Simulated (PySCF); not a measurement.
C5H10, SMILES C1C(CC1)C. Coordinates come from a PBE0-D3(BJ)/def2-SVP optimisation.

Computed equilibrium geometry at PBE0-D3(BJ)/def2-SVP (PySCF confirms it by a frequency run) as Cartesian coordinates in Å, and its point group:
point group Cs.
```xyz
15

C      1.9144     0.1335     0.0000
C      0.5019    -0.4056     0.0000
C     -0.4985     0.0779    -1.0723
C     -1.6032     0.0467     0.0000
C     -0.4985     0.0779     1.0723
H      2.4726    -0.2010    -0.8892
H      1.9148     1.2359     0.0000
H      2.4726    -0.2010     0.8892
H      0.5231    -1.5095     0.0000
H     -0.6278    -0.5348    -1.9780
H     -0.2688     1.1108    -1.3825
H     -2.1395    -0.9150     0.0000
H     -2.3476     0.8569     0.0000
H     -0.2688     1.1108     1.3825
H     -0.6278    -0.5348     1.9780
```
